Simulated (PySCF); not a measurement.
Computed IR spectrum (relative IR intensity) of a molecule C₄H₈S₂. Geometry: PBE-D3(BJ)/def2-SVP. One conformer was computed; it need not be the lowest. Level of theory: PBE-D3(BJ)/def2-SVP (PySCF). Frequencies are harmonic and unscaled.

```tsv
ν (cm⁻¹)	relative intensity
205	3.6
310	2.9
334	3.9
632	3.6
660	22
711	43
792	3.2
882	9.2
902	24
985	6.4
1139	35
1177	3.3
1216	23
1247	25
1347	15
1377	12
1381	31
1395	18
2957	65
2960	16
2963	100
2971	31
3028	25
3048	30
```

Task: Pick the molecule that these values belong to.
(A) C[C@H]1S[C@@H](C)S1
(B) CS[C@@H]1CCS1
(C) C1CSCSC1
(D) CCC1SCS1

Result: C, C1CSCSC1
